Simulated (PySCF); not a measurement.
Species: CrF3 (quartet state).
Bonds: Cr1–F2, Cr1–F3, Cr1–F4.

Method used: PBE0-D3(BJ)/def2-SVP geometry optimisation, gas phase in PySCF.

Task: Give the optimised bond lengths and angles.

Result: 
| bond | length (pm) |
| --- | --- |
| Cr1–F2, Cr1–F3, Cr1–F4 | 170.6 |

Bonds in one row agree within 1 pm and their mean is given. A selection of angles:
| angle | degrees |
| --- | --- |
| F2–Cr1–F3 | 119.9 |

Cr1 (chromium bonded to 3 F) is planar (angles 120.2°, 120.0° and 119.9°, sum 360.0°, 0.00 Å off the plane of its three neighbours). The 4 heavy atoms lie in one plane (0.000 Å rms). All 3 Cr–F bonds measure 1.706 to 1.707 Å.

Point group: D3h (every atom within 0.08 Å of its image). PBE0-D3(BJ)/def2-SVP frequencies: not computed here. ⟨S²⟩ = 3.777 (exact for a quartet: 3.75).

On Arm Neoverse V2, one thread, shared host with 32 logical CPUs at a one-minute load of 16, this took 23 s wall and 0.30 GiB of memory at its peak. That covers the optimisation of the geometry.
